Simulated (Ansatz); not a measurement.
Cost and result for the atomization energy of `C[Se][AlH][BH]S` (11 atoms, 10 bonds).

Cartesian coordinates in Å:
```
C 1.9401 0.3489 0.1270
Se 1.4149 -1.4644 0.6637
Al -0.7999 -1.5411 0.0118
B -1.7264 0.1927 -0.7665
S -1.9335 1.6968 0.1364
H 2.4328 0.8173 0.9766
H 2.6349 0.2735 -0.7065
H 1.0733 0.9372 -0.1656
H -1.4980 -2.9408 0.2789
H -2.1883 0.2890 -1.8672
H -1.3500 1.3909 1.3113
```

Total charge 0; spin multiplicity 1. Correlated methods include outer-core shells of Se, which these sets cover unevenly. Scalar relativity is left out up to krypton. The structure was optimised at the PBE0-D4/def2-TZVP level. It is one conformer, not always the lowest. Program: Ansatz. All runs use 4 threads of an Intel Xeon Platinum 8488C on a shared host. Times are those of one run each, without the atoms' runs, and a repeat can differ threefold. Electronic energies, without spin–orbit coupling; frozen cores. CCSD(T)/CBS adds CCSD(T) − MP2 in def2-TZVPP to the MP2 limit, and its time is that of the two runs behind it. T1 = 0.013. With those shells the extrapolation isn't a true limit. B3LYP takes the VWN-RPA correlation (the form of Gaussian; ORCA's B3LYP/G).

CCSD(T)/CBS is a level of theory with its own doubt, some kJ/mol a heavy atom from the limit and from the frozen cores, so smaller differences don't rank the functionals.

```json
{"level": "PBE-D4/def2-TZVPP (with forces)", "functions": "278", "wall time": "3.7 s", "atomization (kcal/mol)": "859.5", "difference from CCSD(T)/CBS": "12.3", "per bond": "1.2"}
{"level": "PBE0-D4/def2-TZVPP", "functions": "278", "wall time": "4.9 s", "atomization (kcal/mol)": "849.8", "difference from CCSD(T)/CBS": "2.6", "per bond": "0.3"}
{"level": "r2SCAN-D4/def2-TZVPP (with forces)", "functions": "278", "wall time": "6 s", "atomization (kcal/mol)": "854.8", "difference from CCSD(T)/CBS": "7.6", "per bond": "0.8"}
{"level": "B3LYP-D4/def2-TZVPP (with forces)", "functions": "278", "wall time": "8.5 s", "atomization (kcal/mol)": "845.6", "difference from CCSD(T)/CBS": "-1.6", "per bond": "-0.2"}
{"level": "B2PLYP/def2-TZVPP", "functions": "278", "wall time": "9 s", "atomization (kcal/mol)": "834.6", "difference from CCSD(T)/CBS": "-12.6", "per bond": "-1.3"}
{"level": "ωB97X-V/def2-TZVPP", "functions": "278", "wall time": "10 s", "atomization (kcal/mol)": "850.9", "difference from CCSD(T)/CBS": "3.7", "per bond": "0.4"}
{"level": "ωB97M-V/def2-TZVPP (with forces)", "functions": "278", "wall time": "16 s", "atomization (kcal/mol)": "848.3", "difference from CCSD(T)/CBS": "1.1", "per bond": "0.1"}
{"level": "MP2/def2-QZVPP", "functions": "523", "wall time": "38 s", "atomization (kcal/mol)": "846.2", "difference from CCSD(T)/CBS": "-1.0", "per bond": "-0.1"}
{"level": "CCSD(T)/def2-TZVPP", "functions": "278", "wall time": "3.7 min", "atomization (kcal/mol)": "825.2", "difference from CCSD(T)/CBS": "-22.0", "per bond": "-2.2"}
{"level": "CCSD(T)/CBS(def2)", "functions": "–", "wall time": "4.3 min", "atomization (kcal/mol)": "847.2", "difference from CCSD(T)/CBS": "0.0", "per bond": "0.0"}
```

In def2-TZVPP, CCSD(T) changes the Hartree–Fock value by +197.3 kcal/mol (the triples alone add +13.3 kcal/mol) and MP2 by +205.7 kcal/mol; breaking electron pairs costs correlation energy, which Hartree–Fock lacks. From PBE to PBE0 (25 % exact exchange), in def2-TZVPP and without D4, the atomization energy moves by −8.9 kcal/mol: exact exchange takes away binding that semilocal exchange gives to molecules. The D4 term adds +10.9 kcal/mol with B3LYP and +5.8 kcal/mol with PBE0; it sums over pairs of atoms, weighted by their polarisabilities, and B3LYP, whose exchange is more repulsive, gets the larger term.
